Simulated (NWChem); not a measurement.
# C$_{3}$H$_{5}$NSi; SMILES C1=C[SiH2]C=N1

```xyz
10

C     -0.7242     1.2685     0.0000
C     -1.3254     0.0616     0.0000
Si     0.0512    -1.1932     0.0000
C      1.3001     0.2472     0.0000
N      0.6965     1.3791     0.0000
H     -1.2589     2.2245     0.0000
H     -2.4111    -0.0440     0.0000
H      0.1325    -2.0557     1.2171
H      0.1325    -2.0557    -1.2171
H      2.3990     0.2416     0.0000
```
Atoms are numbered in this order, from 1.

Level: PBE0/def2-SVP (NWChem), optimised geometry, unscaled harmonic frequencies. 

Problem. List the harmonic frequencies with IR intensities, and the thermochemistry.

Solution. 
```csv
frequency (cm⁻¹),IR intensity (km/mol)
250,1.1
346,18.1
502,16.0
544,7.4
633,1.1
678,26.0
686,5.8
777,62.9
781,3.2
875,22.7
889,39.4
926,73.7
977,36.0
1010,0.0
1145,15.0
1292,9.9
1335,12.2
1592,10.1
1658,41.9
2234,70.2
2237,87.0
3157,9.8
3199,13.6
3254,0.8
```

```json
{
  "zero_point_energy": "44.3 kcal/mol",
  "thermal correction to the enthalpy at 298.15 K (with zero-point energy)": "48.0 kcal/mol",
  "heat capacity Cv": "18.7 cal/(mol K)",
  "entropy at 298.15 K and 1 atm (symmetry number 1)": "71.0 cal/(mol K)",
  "dipole_moment": "1.55 D"
}
```

Rigid rotor and harmonic oscillator.
